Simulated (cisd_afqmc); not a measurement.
Input (AFQMC/CISD/def2-SVP; cisd_afqmc is a phaseless AFQMC code with CISD trial states that reads the integrals written by Ansatz):

Ansatz 0.2 input:
```python
import cisd_afqmc

open("ham.yaml", "w").write("""\
crystal:
  periodic: [false, false, false]
  atoms:
    - {symbol: Sn, position_ang: [-0.13683287, 0.02984700, 0.35187405]}
    - {symbol: F, position_ang: [0.86402530, 1.30101860, -0.76885091]}
    - {symbol: N, position_ang: [-0.10814783, -1.38217554, -1.09326171]}
    - {symbol: H, position_ang: [0.33691168, -1.22205766, -1.98685461]}
    - {symbol: H, position_ang: [-0.51446100, -2.30423115, -1.03435775]}
basis:
  gaussian:
    orbitals: def2-SVP
magnetization: {spin_polarized: false}
correlation: {method: ccsd, electrons: outside_noble_gas, hamiltonian_folder: ham}
""")
rep = cisd_afqmc.ansatz("ham.yaml")
e_ccsd = rep["correlation"]["coupled_cluster"]["energy"]["hartree"]
out = cisd_afqmc.run("ham", e_ccsd, trial="CISD", walkers=100, populations=8, threads=8, dt=0.005, steps=40, early=36, settle=10, least=32,
    cut=5e-5, rank_cut=2e-4, target=0.0004, seconds=1500, seed=1, memory=17280, gpu=False)
```

Output:

```
orbitals 53, occupied [9], factors 335 of 716, rank of the doubles 158 of 396
E(HF) = -368.320759
E(CCSD) on the cut factors = -368.770629, shift to the whole factors -0.000005
Energy of the trial state on the determinant = -368.770648
  tau behind 10.8 of longer steps, mean of the populations' last blocks
   2.0  -368.78200
   4.0  -368.78096
   6.0  -368.78397
   8.0  -368.78403
  10.0  -368.78205
  12.0  -368.78203
  14.0  -368.78406
  16.0  -368.78613
  18.0  -368.78274
  20.0  -368.78329
  22.0  -368.78737
  24.0  -368.78641
  26.0  -368.78354
  28.0  -368.78562
  30.0  -368.78479
  32.0  -368.78571
  34.0  -368.78403
blocks 1402 (4 outliers left out), error by blocks joined: 1: 0.00021, 2: 0.00026, 4: 0.00031, 8: 0.00036, 16: 0.00040
E(AFQMC/CISD) = -368.78365 +/- 0.00040
```

The two halves of the walk average -368.78268 and -368.78460 Eh, farther apart than the printed bar allows, so the bar may be too narrow.
